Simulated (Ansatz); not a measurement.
`[BH2][Zn][SiH2][ZnH]` + `[NH2][AlH2]` → `[BH2][Zn][NH2]` + `[AlH2][SiH2][ZnH]`  (redistribution)

Isolated molecules relaxed with PBE0-D4/def2-TZVP in Ansatz; ΔE leaves out vibrations. CCSD(T)/CBS is the MP2 limit (def2-TZVPP, def2-QZVPP) plus CCSD(T) − MP2 in def2-TZVPP, frozen cores. This one scheme is used for every species. DFT in def2-TZVPP. For Zn outer-core shells are correlated without core-valence functions, which leaves a few kJ/mol of doubt a bond. Scalar relativity is left out up to krypton. One conformer a species, not always the lowest.

`[BH2][Zn][SiH2][ZnH]`:

Cartesian coordinates in Å:
```
B -1.186 2.589 1.027
Zn -0.350 0.956 0.024
Si 0.598 -0.923 -1.096
Zn 0.987 -2.854 0.223
H -2.366 2.692 1.221
H -0.526 3.498 1.449
H 1.900 -0.528 -1.727
H -0.287 -1.320 -2.239
H 1.230 -4.109 1.117
```

`[NH2][AlH2]`:

```xyz
6

N    -0.589   -0.407   -0.606
Al    0.520    0.359    0.535
H    -1.238   -1.141   -0.374
H    -0.664   -0.172   -1.583
H     0.499   -0.141    2.037
H     1.472    1.501   -0.010
```

`[BH2][Zn][NH2]`:

```xyz
7

B    -0.425    0.852   -1.668
Zn    0.029   -0.055    0.097
N     0.448   -0.875    1.659
H    -1.294    0.454   -2.392
H     0.155    1.827   -2.057
H    -0.046   -1.662    2.046
H     1.134   -0.541    2.316
```

`[AlH2][SiH2][ZnH]`:

```xyz
8

Al   -1.605   -0.737    0.505
Si    0.409    0.626    0.479
Zn    1.769    0.185   -1.421
H    -2.918   -0.249   -0.247
H    -1.600   -2.176    1.181
H     1.233    0.381    1.704
H     0.063    2.081    0.469
H     2.650   -0.111   -2.670
```

CCSD(T)/CBS gives +0.91 eV.

(1) Another level gave +0.81 eV. Which?
A. HF/def2-TZVPP
B. CAM-B3LYP-D4/def2-TZVPP
C. revPBE/def2-TZVPP
D. RPA@PBE/def2-TZVPP

Largest T1 diagnostic among the species: 0.016.

Answers

(1) C. revPBE 0.81, RPA@PBE/def2-TZVPP 0.88, CAM-B3LYP-D4 0.93, HF/def2-TZVPP 1.03 eV.

From r2SCAN to r2SCAN0 (25 % exact exchange), in def2-TZVPP and without D4, ΔE moves by +0.06 eV. At CCSD(T), def2-SVP lies +0.17 eV from the extrapolated value and def2-TZVPP −0.02 eV.
